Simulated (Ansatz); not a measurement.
Computed with Ansatz.

Basis-set series for `[CH3][Al@H-]1[OH+][Al@@H-]([CH3])[OH+]1`. Charge 0, multiplicity 1. The geometry is a stationary point of PBE0-D4/def2-TZVP.

```csv
functional,basis,functions,energy (Eh),HOMO (eV),LUMO (eV)
PBE0-D4,def2-SVP,142,-716.91902,-7.42,0.34
PBE0-D4,def2-TZVPP,348,-717.36481,-7.48,-0.07
ωB97M-V,def2-SVP,142,-717.26305,-9.63,1.95
ωB97M-V,def2-TZVPP,348,-717.71827,-9.72,1.35
```

**Question.** Give the rows for def2-QZVPP. (Estimate.)

**Answer.** The calculation gave: 
```tsv
functional	basis	functions	energy (Eh)	HOMO (eV)	LUMO (eV)
PBE0-D4	def2-QZVPP	668	-717.39445	-7.49	-0.37
ωB97M-V	def2-QZVPP	668	-717.74642	-9.73	0.62
```

Positive LUMOs are unbound and depend on the basis.
